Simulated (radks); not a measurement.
The numbers below are computed, except where a source is named.
Tl II, 80 electrons, occupied as [Hg]. Code: a radial shooting solver on a logarithmic mesh with Libxc functionals. Model: non-relativistic Kohn-Sham, r2SCAN, spin-polarised, spherical densities, point nucleus; meta-GGA in the generalised Kohn-Sham scheme; relativity is left out, which matters for an element this heavy. Some entries of the table are withheld. Estimate them.

orbital  occ.  eigenvalue (eV)  r(max) (bohr)
1s          2        -77088.29            (1)
2s          2        -12980.13        0.06734
2p          6        -12487.20        0.05224
3s          2        -3089.897         0.1836
3p          6        -2856.484         0.1726
3d         10        -2421.697         0.1357
4s          2        -685.3261         0.4079
4p          6        -582.6034         0.4068
4d         10        -393.7179         0.3987
4f         14        -139.8131         0.3544
5s          2              (2)         0.8955
5p          6         -79.7840         0.9442
5d         10         -25.9517          1.104
6s          2         -14.0147          2.323

Answer. 
(1) 1s r(max) (bohr): 0.01240
(2) 5s eigenvalue (eV): -113.5787
